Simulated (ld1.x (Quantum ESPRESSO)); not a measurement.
**nitrogen (N), ultrasoft: configuration errors across variants**

```
Element                 : nitrogen
Generator               : ld1.x (Quantum ESPRESSO) 7.5
Type                    : ultrasoft
Functional              : LDA (PZ)
Relativity              : scalar-relativistic
Frozen core             : [He]
Valence charge          : 5
Reference configuration : 2s2 2p3
Partial waves           : 2s (bound): rcut 0.55, rcutus 0.70 bohr; 2s channel at -0.35 Ry: rcut 0.55, rcutus 0.70 bohr; 2p (bound): rcut 1.25, rcutus 1.40 bohr; 2p channel at 0.75 Ry: rcut 1.25, rcutus 1.40 bohr
Local potential         : all-electron potential smoothed inside 0.55 bohr (lloc = -2)
Core correction         : a·sin(br)/r model core inside 0.50 bohr
Augmentation charge     : built from norm-conserving waves at rcut, not smoothed further
```

All-electron excitation energies from the reference (eV): (1) 2s2 2p2 13.732; (2) 2s2 2p1 42.702; (3) 2s2 2p0 89.866; (4) 2s1 2p4 11.204; (5) 2s1 2p0 167.340; (6) 2s0 2p5 22.452; (7) 2s1 2p3 25.184.

1 further variants failed, have other tests or too few solved ones, and are left out.

A true bound ghost makes a file unfit for plane-wave use even where its test errors are small: the radial tests pick states by their node count and pass the ghost by.

Errors AE − PS in meV (a dash: test not solved or not reliable):

| change | (1) | (2) | (3) | (4) | (5) | (6) | (7) | bound ghosts |
| --- | --- | --- | --- | --- | --- | --- | --- | --- |
| base | +6.5 | +60 | +262 | +19 | +429 | +81 | +8.4 | s |
| core correction a·sin(br)/r model core inside 0.86 bohr | +9.8 | +94 | +444 | +34 | +794 | +157 | +18 | s |
| augmentation PSQ, radius 0.55 bohr | +0.7 | +6.8 | +31 | +18 | +48 | +75 | +14 | s |
| wave 2p channel at 0.75 Ry: rcut 1.25, rcutus 1.40 bohr becomes 2p channel at 0.49 Ry: rcut 1.25, rcutus 1.40 bohr | +6.5 | +60 | +262 | +19 | +429 | +81 | +8.3 | s |
| type TM; waves now 2p (bound): rc 1.40 bohr; 2s (bound): rc 0.70 bohr; local potential the s channel | +7.5 | +86 | +413 | +12 | +719 | +48 | -3.5 | none |
| waves 2p (bound): rcut 1.25, rcutus 1.84 bohr; 2p channel at 0.75 Ry: rcut 1.25, rcutus 1.84 bohr | +5.6 | +53 | +262 | +19 | +429 | +81 | +7.3 | s |

Problem. Give the same row for: local potential all-electron potential smoothed inside 1.15 bohr (lloc = -1).

Solution. +8.0, +82, +484, +20, –, –, –; bound ghosts: none.
